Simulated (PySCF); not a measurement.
BrCdH3Si, SMILES [SiH3][Cd][Br].

The structure is a stationary point at PBE0-D3(BJ)/def2-SVP. The structure was generated by enumeration; whether it is a known compound was not checked. The def2 effective core potentials stand for the cores of Cd; spin–orbit coupling is left out.

All values below come from PBE/def2-TZVPD (PySCF).

Symmetry labels are those of the subgroup Cs that the program uses (full group C3v).

Question: List the valence orbital energies around the gap with their symmetry. (An estimate is asked for; the answer gives what the named calculation found.)

Answer: 
```json
[
 {"orbital": "HOMO−7", "symmetry": "A\"", "energy (eV)": "-13.30"},
 {"orbital": "HOMO−6", "symmetry": "A'", "energy (eV)": "-13.00"},
 {"orbital": "HOMO−5", "symmetry": "A'", "energy (eV)": "-8.82"},
 {"orbital": "HOMO−4", "symmetry": "A\"", "energy (eV)": "-8.82"},
 {"orbital": "HOMO−3", "symmetry": "A'", "energy (eV)": "-8.58"},
 {"orbital": "HOMO−2", "symmetry": "A'", "energy (eV)": "-7.04"},
 {"orbital": "HOMO−1", "symmetry": "A'", "energy (eV)": "-6.76"},
 {"orbital": "HOMO", "symmetry": "A\"", "energy (eV)": "-6.76"},
 {"orbital": "LUMO", "symmetry": "A'", "energy (eV)": "-2.02"},
 {"orbital": "LUMO+1", "symmetry": "A\"", "energy (eV)": "-1.88"},
 {"orbital": "LUMO+2", "symmetry": "A'", "energy (eV)": "-1.88"},
 {"orbital": "LUMO+3", "symmetry": "A'", "energy (eV)": "-0.24"}
]
```
